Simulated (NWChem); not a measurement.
All runs are NWChem calculations. System: bifluoride (HF2 (-1)), charge -1, spin multiplicity 1, at a geometry optimised with PBE/def2-SVP. Level: CR-CCSD(T)/def2-TZVPD, 2 core orbitals frozen.

Job file:

```
start mol
memory heap 100 mb stack 700 mb global 1900 mb
charge -1
geometry units angstroms nocenter noautoz
  F      0.000000     0.000000     1.162433
  H      0.000000     0.000000     0.000000
  F      0.000000     0.000000    -1.162433
  symmetry group D2h
end
basis spherical
  * library def2-tzvpd
end
scf
  rhf
  nopen 0
  maxiter 100
  thresh 1e-7
  semidirect memsize 60000000 filesize 0
end
tce
  freeze core 2
  cr-ccsd(t)
  2eorb
  2emet 13
  thresh 1e-6
  maxiter 100
  tilesize 24
end
task tce energy
```

NWChem printed:

```
             Northwest Computational Chemistry Package (NWChem) 7.3.0
             --------------------------------------------------------

                                NWChem Input Module
                                -------------------

 Scaling coordinates for geometry "geometry" by  1.889725989
 (inverse scale =  0.529177249)

 Turning off AUTOSYM since
 SYMMETRY directive was detected!

                             Geometry "geometry" -> ""
                             -------------------------

 Output coordinates in angstroms (scale by  1.889725989 to convert to a.u.)

  No.       Tag          Charge          X              Y              Z
 ---- ---------------- ---------- -------------- -------------- --------------
    1 F                    9.0000     0.00000000     0.00000000     1.16243300
    2 H                    1.0000     0.00000000     0.00000000     0.00000000
    3 F                    9.0000     0.00000000     0.00000000    -1.16243300

 Effective nuclear repulsion energy (a.u.)      26.6310996561

            Nuclear Dipole moment (a.u.)
            ----------------------------
        X                 Y               Z
 ---------------- ---------------- ----------------
     0.0000000000     0.0000000000     0.0000000000

      Symmetry information
      --------------------

 Group name             D2h
 Group number             26
 Group order               8
 No. of unique centers     2

      Symmetry unique atoms

     1    2


 Summary of "ao basis" -> "" (spherical)
 ------------------------------------------------------------------------------
       Tag                 Description            Shells   Functions and Types
 ---------------- ------------------------------  ------  ---------------------
 *                         def2-tzvpd                 on all atoms

 Summary of "ao basis" -> "ao basis" (spherical)
 ------------------------------------------------------------------------------
       Tag                 Description            Shells   Functions and Types
 ---------------- ------------------------------  ------  ---------------------
[...]
            Beta electrons :    10
           No. of orbitals :   178
            Alpha orbitals :    89
             Beta orbitals :    89
        Alpha frozen cores :     2
         Beta frozen cores :     2
     Alpha frozen virtuals :     0
      Beta frozen virtuals :     0
         Spin multiplicity : singlet
    Number of AO functions :    89
       Number of AO shells :    33
        Use of symmetry is : on
      Symmetry adaption is : on
         Schwarz screening : 0.10D-09

          Correlation Information
          -----------------------
          Calculation type : Coupled-cluster singles & doubles w/ perturbation
   Perturbative correction : Completely renormalized (T)
            Max iterations :      100
        Residual threshold : 0.10D-05
     T(0) DIIS level shift : 0.00D+00
     L(0) DIIS level shift : 0.00D+00
     T(1) DIIS level shift : 0.00D+00
     L(1) DIIS level shift : 0.00D+00
     T(R) DIIS level shift : 0.00D+00
     T(I) DIIS level shift : 0.00D+00
   CC-T/L Amplitude update :  5-th order DIIS
                I/O scheme : Global Array Library
        L-threshold :  0.10D-05
        EOM-threshold :  0.10D-05
 no EOMCCSD initial starts read in
 TCE RESTART OPTIONS
 SLICE:      F
 D4D5:       F
 quantumc:   F
 qrotation:  F
 pwtce:      F
 qducc:      F
 nacto:                         0
 nrotv:                         0
 nrot:                          0

            Memory Information
            ------------------
          Available GA space size is     249028879 doubles
          Available MA space size is     104853612 doubles

 Maximum block size supplied by input
 Maximum block size        24 doubles

 tile_dim =     18

 -------------------------------------------------

 Global array virtual files algorithm will be used

 Parallel file system coherency ......... OK

 4-electron integrals stored in orbital form

 v2    file size   =          1636966
 4-index algorithm nr.  13 is used
 imaxsize =       30
 imaxsize ichop =        0


CCSD iterations
 ---------------------------------------------------------
 Iter          Residuum       Correlation     Cpu    Wall
 ---------------------------------------------------------
    1   0.1951543706118  -0.5625451803039     2.4     2.4
    2   0.0404272032171  -0.5503717093712     2.5     2.5
    3   0.0119232794311  -0.5587522046639     2.6     2.6
    4   0.0054248026049  -0.5582912097966     2.6     2.6
    5   0.0018911713470  -0.5590007263605     2.3     2.3
    6   0.0006356991778  -0.5590273513461     2.3     2.3
    7   0.0003305942165  -0.5590230682420     2.2     2.2
    8   0.0001189965150  -0.5590337451816     2.7     2.7
    9   0.0000964798299  -0.5590315732399     2.4     2.4
   10   0.0000414528478  -0.5590361186632     2.3     2.3
   11   0.0000091983796  -0.5590360798954     2.3     2.3
   12   0.0000041916152  -0.5590364912130     2.5     2.5
   13   0.0000023887031  -0.5590364044135     2.6     2.6
   14   0.0000015043000  -0.5590364585030     2.5     2.5
   15   0.0000010204484  -0.5590364493960     2.4     2.4
   16   0.0000001330522  -0.5590364650755     2.4     2.4
 -----------------------------------------------------------------
 Iterations converged
 CCSD correlation energy / hartree =        -0.559036465075509
 CCSD total energy / hartree       =      -200.144035346915132

 Singles contributions

 Doubles contributions
 CR-CCSD(T)

 CR-CCSD[T]  correction energy / hartree =        -0.014841621365938
 CR-CCSD[T] correlation energy / hartree =        -0.573878086441447
 CR-CCSD[T] total energy / hartree       =      -200.158876968281078
 CR-CCSD(T)  correction energy / hartree =        -0.013717673979925
 CR-CCSD(T) correlation energy / hartree =        -0.572754139055434
 CR-CCSD(T) total energy / hartree       =      -200.157753020895058

 Task  times  cpu:       85.3s     wall:       85.3s

 Total times  cpu:       85.3s     wall:       85.3s
```
